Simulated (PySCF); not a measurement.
Species: H7N2PSi.
Bonds: N1–Si2, Si2–N3, Si2–P4. Hydrogens: H5, H6 on N1; H7 on Si2; H8, H9 on N3; H10, H11 on P4.

A GFN2-xTB structure was refined with PySCF, PBE0-D3(BJ)/def2-SVP geometry optimisation, gas phase. Its GFN2-xTB values:

| coordinate | GFN2-xTB |
| --- | --- |
| N1–Si2 | 1.724 Å |
| N1–H5 | 0.982 Å |
| Si2–P4 | 2.289 Å |
| Si2–H7 | 1.462 Å |
| P4–H10 | 1.357 Å |
| N1–Si2–N3 | 103.7° |
| N1–Si2–P4 | 118.1° |
| N1–Si2–H7 | 105.2° |
| Si2–N1–H5 | 119.1° |
| N3–Si2–P4 | 104.4° |
| N3–Si2–H7 | 119.0° |
| P4–Si2–H7 | 107.1° |
| H5–N1–H6 | 111.1° |

How do these coordinates change at the PBE0-D3(BJ)/def2-SVP level?

```tsv
coordinate	PBE0-D3(BJ)/def2-SVP (Å or °)	change
P4–H10	1.428	+0.071
Si2–H7	1.501	+0.039
N1–H5	1.014	+0.032
Si2–P4	2.277	-0.012
N1–Si2	1.727	+0.003
N1–Si2–N3	106.6	+2.9
N1–Si2–P4	120.6	+2.5
P4–Si2–H7	104.7	-2.4
N1–Si2–H7	103.9	-1.3
N3–Si2–P4	103.2	-1.2
Si2–N1–H5	119.7	+0.6
H5–N1–H6	111.3	+0.2
N3–Si2–H7	118.9	-0.1
```

The energy falls by 0.195 eV over 7 energy and gradient evaluations, the largest force component goes from 0.0324 to 4.2e-04 Eh/bohr, and the atoms move by 0.124 Å rms after alignment. The bond that changes most is P4–H10 (three-coordinate phosphorus to P–H hydrogen), which lengthens by 0.071 Å. Bonds longer at the end by more than 0.005 Å: 6 of 10; shorter: 2. Among the dihedrals that turn most is H6–N1–Si2–H7, from -54° to -34°. Rotational constants go from 6220, 2833, 2191 to 6088, 2848, 2172 MHz.

The run used 99 basis functions and 44 SCF cycles in all.

No PBE0-D3(BJ)/def2-SVP frequencies stand behind this structure, so it isn't proved a minimum. The numbers are those of one conformer.
